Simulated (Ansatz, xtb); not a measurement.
## Ranking isomers of CHGeN

4 gas-phase structures of CHGeN, found in a search over its isomers (lower ones may exist). Each was relaxed with GFN2-xTB:

A. `N#[C][GeH]`, a singlet
B. `N=[C]=[Ge]`, a triplet
C. a singlet given by its coordinates
D. a singlet given by its coordinates

C (Å):

| atom | x (Å) | y (Å) | z (Å) |
| --- | --- | --- | --- |
| C | 0.0858 | -0.3034 | -0.6553 |
| Ge | -0.1644 | 0.7628 | 0.9086 |
| N | -0.2592 | -1.0451 | 0.3272 |
| H | 0.2895 | -0.6533 | -1.6580 |

Close contacts (Å): C1–Ge2 1.91, C1–N3 1.28, Ge2–N3 1.90, C1–H4 1.08.

D (Å):

```csv
atom,x (Å),y (Å),z (Å)
C,-0.2545,-1.1623,1.7334
Ge,1.0440,0.6915,-0.2527
N,0.1578,-0.3969,0.9416
H,-0.3729,1.4142,-0.6311
```

Close contacts (Å): C1–N3 1.18, Ge2–N3 1.84, Ge2–H4 1.64.

Q: Which do you expect lowest at r2SCAN-D4/def2-SVP//GFN2-xTB, and how would the others follow?

A: Calculated order at r2SCAN-D4/def2-SVP//GFN2-xTB: A (0.000), C (0.149), D (0.246), B (0.476) eV.

Energies above the lowest of each column, in eV; the last columns are at r2SCAN-D4/def2-SVP geometries (a dash: not run or not comparable):

```
structure  GFN2-xTB  HF/STO-3G  r2SCAN-D4/def2-SVP//GFN2-xTB  r2SCAN-D4/def2-SVP  CCSD(T)/def2-TZVPP
        A     0.009      0.000                         0.000               0.000               0.000
        C     0.000      0.560                         0.149               0.140               0.359
        D     0.014      0.120                         0.246               0.244               0.263
        B         –      1.902                         0.476               0.446                   –
```

Every level run on A puts it lowest or level with the lowest. CCSD(T)/def2-TZVPP orders those it was run on as A (0.000), D (0.263), C (0.359) eV. Frequencies (r2SCAN-D4/def2-SVP) were run for A, C, D alone. GFN2-xTB has no spin polarisation and isn't compared across spin states. Open shells are spin-unrestricted.

Programs: Ansatz 0.2.0, xtb 6.7.1.
